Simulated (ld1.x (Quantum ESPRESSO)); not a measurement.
## u(r) = r·R(r): atom against pseudo-atom (aluminium (Al))

Columns: radius, all-electron u(r) and pseudo u(r) of the 3p shell (level -2.72 eV) of aluminium in the configuration [Ne] 3s2 3p1; PBE, non-relativistic, ultrasoft scheme, ld1.x (Quantum ESPRESSO) 7.5.

```csv
r (bohr),all-electron,pseudo
0.148,0.1202,-0.0067
0.295,0.2073,-0.0260
0.443,0.2014,-0.0572
0.590,0.1389,-0.0978
0.738,0.0510,-0.1460
0.885,-0.0428,-0.1985
1.033,-0.1342,-0.2533
1.180,-0.2173,-0.3069
1.328,-0.2911,-0.3579
1.475,-0.3544,-0.4039
1.623,-0.4086,-0.4442
1.770,-0.4533,-0.4777
1.918,-0.4893,-0.5049
2.065,-0.5167,-0.5257
2.213,-0.5366,-0.5409
2.360,-0.5496,-0.5511
2.508,-0.5566,-0.5568
2.655,-0.5584,-0.5584
2.802,-0.5558,-0.5558
2.950,-0.5495,-0.5495
3.098,-0.5402,-0.5402
3.245,-0.5285,-0.5285
3.393,-0.5148,-0.5148
3.540,-0.4997,-0.4997
3.688,-0.4834,-0.4834
3.835,-0.4664,-0.4664
```

Problem. How many radial nodes do the two functions have?

Solution. The all-electron 3p function has n − l − 1 = 1; the pseudo-wave has 0, since the states of the same l below it are removed with the core.

Problem. At about which radius was the pseudo-wave matched?

Solution. 2.70 bohr. The columns agree to 0.0005 from 2.51 bohr on; several derivatives are matched, so the curves merge somewhat inside the radius.

Problem. Where does each function peak?

Solution. Outermost all-electron maximum near 2.65 bohr, pseudo maximum near 2.65 bohr (to the table’s step).

Problem. Is the pseudo-wave norm-conserving?

Solution. No, it belongs to an ultrasoft set: the norm inside the radius is not constrained, and the difference is carried by the augmentation charge.
